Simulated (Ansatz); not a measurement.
S-phenyldibenzothiophenium benzoate, `O=C([O-])c1ccccc1.c1ccc(-[s+]2c3ccccc3c3ccccc32)cc1`. The state is a singlet with charge 0. Geometry r2SCAN-D4/def2-SVP; atoms count from 1.

Cartesian coordinates in Å:
```
O -2.134 -0.488 -0.694
C -1.761 0.607 -1.148
O -0.653 1.202 -0.903
C -2.687 1.348 -2.097
C -3.944 0.806 -2.399
C -4.809 1.472 -3.270
C -4.421 2.686 -3.850
C -3.166 3.231 -3.554
C -2.304 2.565 -2.679
H -4.214 -0.144 -1.931
H -5.791 1.046 -3.501
H -5.098 3.208 -4.534
H -2.862 4.179 -4.008
H -1.319 2.967 -2.427
C 5.204 0.068 2.637
C 4.898 1.276 2.008
C 3.689 1.414 1.315
C 2.800 0.338 1.265
S 1.244 0.661 0.334
C 0.071 0.155 1.582
C -0.336 0.935 2.656
C -1.283 0.385 3.525
C -1.791 -0.903 3.299
C -1.373 -1.662 2.205
C -0.429 -1.132 1.319
C 0.146 -1.732 0.118
C -0.109 -2.984 -0.452
C 0.557 -3.357 -1.620
C 1.477 -2.496 -2.237
C 1.751 -1.240 -1.686
C 1.083 -0.898 -0.518
C 3.098 -0.877 1.892
C 4.306 -1.006 2.578
H 6.149 -0.042 3.177
H 5.599 2.114 2.052
H 3.439 2.355 0.814
H 0.063 1.940 2.813
H -1.632 0.968 4.382
H -2.537 -1.314 3.984
H -1.798 -2.652 2.023
H -0.845 -3.652 0.003
H 0.348 -4.330 -2.071
H 1.979 -2.801 -3.158
H 2.455 -0.552 -2.161
H 2.393 -1.712 1.844
H 4.550 -1.952 3.070
```

Single mean-field runs in def2-TZVP are fitted with def2-universal-jkfit. In the singlet geometry the species has come apart into loosely held pieces.

Estimate the Mulliken populations of the heavy atoms from the PBE0/def2-TZVP orbitals of Ansatz.


| atom | charge (e) |
| --- | --- |
| O1 | -0.49 |
| C2 | 0.40 |
| O3 | -0.56 |
| C4 | 0.11 |
| C5 | -0.20 |
| C6 | -0.10 |
| C7 | -0.12 |
| C8 | -0.09 |
| C9 | -0.21 |
| C15 | -0.10 |
| C16 | -0.12 |
| C17 | -0.23 |
| C18 | 0.13 |
| S19 | 0.21 |
| C20 | 0.21 |
| C21 | -0.17 |
| C22 | -0.13 |
| C23 | -0.08 |
| C24 | -0.28 |
| C25 | 0.18 |
| C26 | 0.13 |
| C27 | -0.28 |
| C28 | -0.08 |
| C29 | -0.13 |
| C30 | -0.16 |
| C31 | 0.23 |
| C32 | -0.17 |
| C33 | -0.12 |
Mulliken values depend strongly on the basis.

And the Mayer bond orders between heavy atoms (over 0.3)?

O1–C2 1.77 (1.24 Å); C2–O3 1.47 (1.28 Å); C2–C4 0.94 (1.52 Å); C4–C5 1.42 (1.40 Å); C4–C9 1.42 (1.40 Å); C5–C6 1.41 (1.40 Å); C6–C7 1.41 (1.40 Å); C7–C8 1.41 (1.40 Å); C8–C9 1.41 (1.40 Å); C15–C16 1.44 (1.40 Å); C15–C33 1.39 (1.40 Å); C16–C17 1.41 (1.40 Å); C17–C18 1.37 (1.40 Å); C18–S19 0.85 (1.84 Å); C18–C32 1.37 (1.40 Å); S19–C20 0.90 (1.79 Å); S19–C31 0.90 (1.78 Å); C20–C21 1.37 (1.39 Å); C20–C25 1.30 (1.41 Å); C21–C22 1.41 (1.40 Å); C22–C23 1.39 (1.40 Å); C23–C24 1.46 (1.40 Å); C24–C25 1.39 (1.40 Å); C25–C26 0.92 (1.46 Å); C26–C27 1.41 (1.40 Å); C26–C31 1.28 (1.41 Å); C27–C28 1.47 (1.40 Å); C28–C29 1.39 (1.40 Å); C29–C30 1.41 (1.40 Å); C30–C31 1.36 (1.39 Å); C32–C33 1.45 (1.40 Å).
